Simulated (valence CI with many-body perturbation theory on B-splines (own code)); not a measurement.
# Rh¹²⁺: calculated level list

Method: valence CI with perturbative core correlation (CI+MBPT): five valence electrons over a frozen Dirac-Fock core [Ar] 3d10, radial functions for each j: 9 s, 9 p, 8 d, 6 f, 3 g, 1 h, with the one-electron correlation potential Σ1 (screened to all orders), the two-electron term Σ2, the three-electron term Σ3, Breit, model QED; selected single and double excitations, second order for the rest, scaled by the run's own slope (own B-spline code, finite nucleus).

No measured spectrum was set against this ion. As an estimate, levels hold to about 250 cm⁻¹ or 0.2 % of their energy and the worst to 1 %, as in measured heavy ions of charge 2 to 7; those with d or f electrons hold less well. Among the levels kept, up to 600 cm⁻¹ of a level comes from second order outside the variational space, and about a tenth of that is noise between levels of different J, which matters for small intervals.

Levels 1 to 45 of 48, with energies above the lowest level, 4s2.4p3 4S°_3/2. "Leading %" is the weight of the configuration and term that name the level; weights of strongly mixed levels are sums over their largest components and can fall short. Lifetimes count E1, E2, E3, M1 and M2 decay at the calculated energies, and are blank where another channel may lead or the interval is too uncertain; long ones can be off by a factor of two.

| No. | Configuration | Term | J | E (cm⁻¹) | Leading % | Second component | Lifetime |
| --- | --- | --- | --- | --- | --- | --- | --- |
| 1 | 4s2.4p3 | 4S° | 3/2 | 0 | 70 | 20 % 4s2.4p3 2P° |  |
| 2 | 4s2.4p3 | 2D° | 3/2 | 35900 | 65 | 21 % 4s2.4p3 4S° | 1.42 ms |
| 3 | 4s2.4p3 | 2D° | 5/2 | 49184 | 97 |  | 7.85 ms |
| 4 | 4s2.4p3 | 2P° | 1/2 | 72468 | 97 |  | 658 μs |
| 5 | 4s2.4p3 | 2P° | 3/2 | 100770 | 66 | 24 % 4s2.4p3 2D° | 262 μs |
| 6 | 4s.4p4 | 4P | 5/2 | 284020 | 86 | 6 % 4s.4p4 2D | 292 ps |
| 7 | 4s.4p4 | 4P | 3/2 | 308310 | 85 | 6 % 4s2.4p2.4d 4P | 204 ps |
| 8 | 4s.4p4 | 4P | 1/2 | 313820 | 81 | 11 % 4s.4p4 2S | 186 ps |
| 9 | 4s.4p4 | 2D | 3/2 | 350020 | 71 | 9 % 4s2.4p2.4d 2D | 98.4 ps |
| 10 | 4s.4p4 | 2D | 5/2 | 359540 | 79 | 10 % 4s2.4p2.4d 2D | 136 ps |
| 11 | 4s.4p4 | 2S | 1/2 | 395450 | 48 | 29 % 4s.4p4 2P | 41.8 ps |
| 12 | 4s.4p4 | 2P | 3/2 | 402240 | 60 | 25 % 4s2.4p2.4d 2P | 37.1 ps |
| 13 | 4s2.4p2.4d | 4F | 3/2 | 438890 | 75 | 10 % 4s2.4p2.4d 2D | 198 ps |
| 14 | 4s.4p4 | 2P | 1/2 | 439400 | 38 | 29 % 4s.4p4 2S | 47.9 ps |
| 15 | 4s2.4p2.4d | 4F | 5/2 | 449610 | 62 | 23 % 4s2.4p2.4d 4D | 240 ps |
| 16 | 4s2.4p2.4d | 2F | 5/2 | 464880 | 66 | 20 % 4s2.4p2.4d 4F | 827 ps |
| 17 | 4s2.4p2.4d | 4F | 7/2 | 467870 | 80 | 14 % 4s2.4p2.4d 4D | 4.09 ns |
| 18 | 4s2.4p2.4d | 4D | 1/2 | 471850 | 89 | 6 % 4s.4p4 2P | 118 ps |
| 19 | 4s2.4p2.4d | 4D | 3/2 | 473610 | 71 | 15 % 4s2.4p2.4d 4F | 80.0 ps |
| 20 | 4s2.4p2.4d | 2F | 7/2 | 474490 | 50 | 37 % 4s2.4p2.4d 4D | 4.33 ns |
| 21 | 4s2.4p2.4d | 4F | 9/2 | 481610 | 78 | 20 % 4s2.4p2.4d 2G |  |
| 22 | 4s2.4p2.4d | 4D | 5/2 | 487060 | 52 | 26 % 4s2.4p2.4d 2F | 105 ps |
| 23 | 4s2.4p2.4d | 2P | 3/2 | 502940 | 58 | 19 % 4s.4p4 2P | 12.0 ps |
| 24 | 4s2.4p2.4d | 2G | 7/2 | 509170 | 35 | 33 % 4s2.4p2.4d 4D | 321 ps |
| 25 | 4s2.4p2.4d | 2G | 7/2 | 521770 | 49 | 35 % 4s2.4p2.4d 2F | 290 ps |
| 26 | 4s2.4p2.4d | 4P | 5/2 | 524450 | 71 | 10 % 4s2.4p2.4d 2D | 6.12 ps |
| 27 | 4s2.4p2.4d | 2P | 1/2 | 528720 | 42 | 32 % 4s2.4p2.4d 4P | 8.17 ps |
| 28 | 4s2.4p2.4d | 4P | 3/2 | 529050 | 52 | 18 % 4s2.4p2.4d 2P | 7.20 ps |
| 29 | 4s2.4p2.4d | 2G | 9/2 | 530930 | 77 | 20 % 4s2.4p2.4d 4F | 615 μs |
| 30 | 4s2.4p2.4d | 2D | 3/2 | 540100 | 66 | 20 % 4s2.4p2.4d 4P | 18.0 ps |
| 31 | 4s2.4p2.4d | 4P | 1/2 | 541240 | 44 | 32 % 4s2.4p2.4d 2P | 6.74 ps |
| 32 | 4s2.4p2.4d | 2D | 5/2 | 555470 | 77 | 6 % 4s.4p4 2D | 6.91 ps |
| 33 | 4s2.4p2.4d | 2D | 3/2 | 564840 | 68 | 10 % 4s2.4p2.4d 4P | 6.42 ps |
| 34 | 4s2.4p2.4d | 2P | 1/2 | 568650 | 77 | 16 % 4s2.4p2.4d 2S | 8.60 ps |
| 35 | 4s2.4p2.4d | 2D | 5/2 | 573170 | 62 | 25 % 4s2.4p2.4d 2F | 11.8 ps |
| 36 | 4s2.4p2.4d | 2D | 5/2 | 577500 | 56 | 32 % 4s2.4p2.4d 2F | 7.06 ps |
| 37 | 4s2.4p2.4d | 2S | 1/2 | 591980 | 58 | 13 % 4s2.4p2.4d 4P | 7.50 ps |
| 38 | 4s2.4p2.4d | 2F | 7/2 | 592660 | 92 |  | 4.43 ps |
| 39 | 4s2.4p2.4d | 2P | 3/2 | 593810 | 74 | 10 % 4s2.4p2.4d 2D | 7.51 ps |
| 40 | 4s2.4p2.4d | 2D | 3/2 | 617590 | 90 |  | 5.49 ps |
| 41 | 4s2.4p2.4d | 2D | 5/2 | 621950 | 60 | 32 % 4s2.4p2.4d 2F | 4.98 ps |
| 42 | 4p5 | 2P° | 3/2 | 649850 | 72 | 22 % 4s.4p3.4d 2P° | 57.9 ps |
| 43 | 4s.4p3.4d | 6D° | 1/2 | 679750 | 92 | 5 % 4s.4p3.4d 4P° | 1.45 ns |
| 44 | 4s.4p3.4d | 6D° | 3/2 | 680640 | 93 |  | 1.10 ns |
| 45 | 4s.4p3.4d | 6D° | 5/2 | 681440 | 90 |  | 1.37 ns |

Names give the largest LS component (configuration and term), which can be under half, so a name can repeat, a term be missing and a line seem to break the LS rules; names also repeat where a configuration has a term twice.

The ionisation energy to 4s2.4p2 3P_0 of the next ion comes out as 278.37 eV (NIST: 277 ± 3 eV (theoretical)). All 48 levels together are meant to be complete up to 710130 cm⁻¹.
